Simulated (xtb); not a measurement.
C₂H₃ClFNSi, SMILES C#C[Si@@](N)(F)Cl. All values are semi-empirical tight-binding results from xtb (GFN2-xTB unless named), good for trends rather than for accurate numbers. The structure is a stationary point at GFN2-xTB. The structure was generated by enumeration; whether it is a known compound was not checked. One conformer was computed; it need not be the lowest.

Optimised geometry:

Bonded distances (Å): C1–C2 1.202, C1–H7 1.052, C2–Si3 1.850, Si3–N4 1.710, Si3–F5 1.609, Si3–Cl6 2.003, N4–H8 1.005, N4–H9 1.006. Bond angles (°): C2–C1–H7 179.3, C1–C2–Si3 178.9, C2–Si3–N4 117.4, C2–Si3–F5 105.8, C2–Si3–Cl6 110.0, N4–Si3–F5 104.1, N4–Si3–Cl6 109.1, F5–Si3–Cl6 110.0, Si3–N4–H8 121.2, Si3–N4–H9 120.0, H8–N4–H9 111.4.
Charge 0, spin multiplicity 1.

Question: Estimate the properties. (Estimate from the structure and the level; the computed values follow.)

Answer: 
```yaml
orbital_gap: 5.25 eV
dipole_moment: 3.28 D
zero_point_energy: 30.4 kcal/mol
G − E(el) at 298.15 K (modified RRHO): 9.6 kcal/mol
static polarisability (D4 model): 76.5 bohr³
solvation energy, GFN2-xTB/ALPB(water): -5.0 kcal/mol
solvation energy, GFN2-xTB/ALPB(benzene): -5.1 kcal/mol
```

Computed atomic charges and the Wiberg bond orders between heavy atoms:
charges (e) C1 -0.07, C2 -0.10, Si3 0.60, N4 -0.37, F5 -0.26, Cl6 -0.23, H7 0.09, H8 0.17, H9 0.17. Bond orders C1–C2 2.92, C2–Si3 0.90, Si3–N4 1.17, Si3–F5 1.06, Si3–Cl6 1.06.
